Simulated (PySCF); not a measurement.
**HI and its ions**

RHF-CCSD(T); basis H cc-pVTZ, I cc-pVTZ-PP with ECP28; scalar-relativistic core potentials; PySCF 2.14. Neutral (RHF): singlet (closed shell), Re = 1.610 Å, ωe = 2342 cm⁻¹, De = 3.41 eV.

HI⁺ (UHF): doublet (π ↑), Re = 1.632 Å, ωe = 2235 cm⁻¹, De = 3.29 eV to H + I⁺. The energies at the minima are -295.48153 hartree for HI and -295.09561 for HI⁺.

(1) Work out the adiabatic ionisation energy, without and with harmonic zero-point energies (1 hartree = 27.2114 eV, 1 eV = 8065.5 cm⁻¹), and the change of the bond length.

Correlated steps freeze 4 core orbitals. These are scalar-relativistic numbers at best; spin–orbit coupling would shift them, the dissociation energy most. For an ion De counts to the pair picked by the measured ionisation energies or electron affinities, which need not be the lowest pair at this level. Where the molecule has an RHF reference, its open-shell atoms are computed with UHF. States were picked by a PBE0 search and need not be the measured ground states.

Neutral and ion stand on different kinds of reference determinant, which adds to the error of the difference.

## Answers

(1) At CCSD(T): 0.38592 hartree = 10.501 eV between the minima; the zero-point term (2235.0 − 2342.0)/2 cm⁻¹ = -0.007 eV makes it 10.495 eV. Re changes by +2.2 pm against the neutral. The electron leaves a π orbital, which is non-bonding in a hydride.
